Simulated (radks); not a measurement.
Valence configurations of Ca (all share [Ar]). Calculated with a radial shooting solver on a logarithmic mesh with Libxc functionals: scalar-relativistic Kohn-Sham, BLYP, spin-polarised, spherical densities, finite nucleus; open shells are filled with parallel spins first; Fermi nuclear charge, rms radius 3.4776 fm. Energies are relative to 4s2; eigenvalues in eV for spin up.

valence          E (eV)  moment (Bohr magnetons)   e(3d)   e(4p)   e(4s)
4s2               0.000                        0       -       -  -3.614
3d1 4s1           1.951                        2  -0.807       -  -3.470
3d0.5 4s1 4p0.5   1.841                        2  -1.608  -1.553  -3.934
3d2               4.688                        2  -0.729       -       -
3d1 4s0.5 4p0.5   3.072                        2  -1.166  -1.478  -3.738
3d1.5 4s0.5       3.306                        2  -0.712       -  -3.458
3d0.5 4s1.5       0.964                        1  -1.102       -  -3.459
4s1 4p1           2.074                        2       -  -1.983  -4.588
3d1 4p1           4.210                        2  -1.522  -1.697       -
4s1.5 4p0.5       1.122                        1       -  -1.639  -4.140

NIST lists [Ar] 4s2 as the ground configuration; this level of theory agrees among the configurations tried. The energies are those of spherical high-spin densities, not of single terms.
